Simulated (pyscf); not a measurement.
## Li–OH (SMILES [Li][OH]), singlet

Gas-phase minimum from PySCF at ωB97X-D3(BJ)/def2-SVP, one conformer. 

SMILES: [Li][OH]
```xyz
3

Li     0.9682    -0.9413    -0.4523
O      0.2355     0.4232    -0.6213
H     -0.2194     1.2560    -0.7223
```
Charge 0, spin multiplicity 1.

Bond lengths (Å): Li1–O2 1.558, O2–H3 0.954. Bond angles (°): Li1–O2–H3 179.6.

Properties at ωB97X-D3(BJ)/def2-SVP:

* **Harmonic wavenumbers, unscaled**: 443, 443, 1041, 4048 cm⁻¹
* **Zero-point energy**: 8.5 kcal/mol
* **Rotational symmetry number**: 1
* **Entropy of this conformer at 298 K and 1 atm, rigid rotor and harmonic oscillator, modes under 100 cm⁻¹ raised to 100**: 206.5 J/(mol K)
* **Dipole moment**: 3.69 D

Single-point totals, which compare only within one level (frozen core for MP2 and CC):

```
level                   total energy (hartree)
----------------------  ----------------------
ωB97X-D3(BJ)/def2-TZVP               -83.42909
PBE/def2-TZVP                        -83.30658
r²SCAN/def2-TZVP                     -83.36563
B3LYP-D3(BJ)/def2-TZVP               -83.42306
PBE0-D3(BJ)/def2-TZVP                -83.30770
M06-2X/def2-TZVP                     -83.37976
ωB97M-D3(BJ)/def2-TZVP               -83.43011
HF/def2-TZVPP                        -82.95347
MP2/def2-TZVPP                       -83.25333
CCSD/def2-TZVPP                      -83.25797
CCSD(T)/def2-TZVPP                   -83.26676
```

The CCSD(T) − MP2 part came from Ansatz, without density fitting, on the same reference. The frozen core leaves the outer d or s,p core shells of the metals and heavy elements correlated in the MP2 and CC values, and def2-TZVPP describes them poorly, so these totals are far from the basis limit.
